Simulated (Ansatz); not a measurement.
Consider the cleavage of the Si–Si bond: `C[SiH2][SiH2]N` + `[SH][GeH3]` → `N[SiH2][S][GeH3]` + `C[SiH3]`.

Isolated molecules relaxed with PBE0-D4/def2-TZVP in Ansatz; ΔE leaves out vibrations. CCSD(T)/CBS is the MP2 limit (def2-TZVPP, def2-QZVPP) plus CCSD(T) − MP2 in def2-TZVPP, frozen cores. This one scheme is used for every species. Functionals use def2-TZVPP. For Ge outer-core shells are correlated without core-valence functions, which leaves a few kJ/mol of doubt a bond. Scalar relativity is left out up to krypton. Each species was taken in one conformer, which may not be the lowest.

```csv
level,ΔE (kJ/mol)
PBE0-D4,-75.2
B2PLYP,-82.2
BLYP,-71.9
r2SCAN,-80.5
r2SCAN0,-82.2
HF/def2-TZVPP,-86.2
HF/CBS(def2),-86.4
MP2/CBS(def2),-95.2
```

Problem. What does CCSD(T)/CBS give? (Best estimate.)

Solution. Ansatz gave: -84.3 kJ/mol. The listed levels differ from it by 9.1, 2.1, 12.4, 3.8, 2.1, -1.9, -2.1, -10.9 kJ/mol.

Largest T1 diagnostic among the species: 0.011.

At CCSD(T), def2-SVP lies +7.5 kJ/mol from the extrapolated value and def2-TZVPP +3.1 kJ/mol. From PBE to PBE0 (25 % exact exchange), in def2-TZVPP and without D4, ΔE moves by −4.4 kJ/mol. Leaving LDA and LC-ωPBE aside and taking each functional with its dispersion term where it has one, the values, not all of them listed here, spread over 14.0 kJ/mol, from ωB97M-V to PBE-D4. LDA lies −3.2 kJ/mol from PBE without D4.

CCSD(T)/CBS has its own doubt, a few kJ/mol and more with outer-core shells, so smaller differences from it don't rank the levels.
